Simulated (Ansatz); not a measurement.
```xyz
12

B    -0.042    1.036   -1.624
C     0.270    0.556   -0.184
C    -0.443   -0.690    0.332
N    -0.027   -1.192    1.631
H     0.317    2.118   -1.992
H    -0.596    0.321   -2.413
H     0.205    1.381    0.538
H     1.360    0.358   -0.244
H    -0.326   -1.499   -0.396
H    -1.519   -0.495    0.384
H    -0.162   -0.484    2.343
H     0.963   -1.410    1.625
```

Total charge 0; spin multiplicity 1.

(1) List the ωB97M-V/def2-TZVPP orbital energies in eV (Ansatz). (Best estimate.)

Answers

(1) Computed: Occupied: -393.99, -281.98, -280.95, -187.89, -27.39, -23.29, -19.97, -16.58, -16.32, -14.80, -14.19, -13.52, -12.08, -11.85, -11.41, -9.22. Lowest empty: 0.56, 2.23, 3.00, 3.21, 3.54, 3.69, 4.73, 5.26.
